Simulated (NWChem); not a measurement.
Species: C$_{3}$H$_{3}$ClF$_{2}$; SMILES FC(F)/C=C/Cl

```xyz
9

F     -0.9870     2.3055    -0.2943
C     -0.0641     1.5617     0.3928
F      1.1552     1.7490    -0.1953
C     -0.4641     0.1173     0.3610
C      0.3665    -0.8335    -0.0550
Cl    -0.0615    -2.5211    -0.0946
H     -0.0094     1.9689     1.4100
H     -1.4681    -0.1073     0.7088
H      1.3727    -0.6353    -0.4026
```
Atoms are numbered in this order, from 1.

Program: NWChem. Pople sets run with spherical d functions. Structure relaxed at the B3LYP/6-31G* (spherical d) level. B3LYP is NWChem's, with the RPA form of VWN correlation. Level: B3LYP/6-31G* with SMD (1 M gas to 1 M solution), gas-phase geometry.

For solvent toluene:

```
Item                                         Result
-------------------------------------------  ------
solvation free energy (kcal/mol)               -3.6
cavity-dispersion-structure term (kcal/mol)    -1.1
dipole in solution (D)                         1.57
```

Task: How do the values read with solvent water instead?

Result: The solvation free energy (kcal/mol) is -0.7, the cavity-dispersion-structure term (kcal/mol) is 3.9 and the dipole in solution (D) comes out as 1.78.
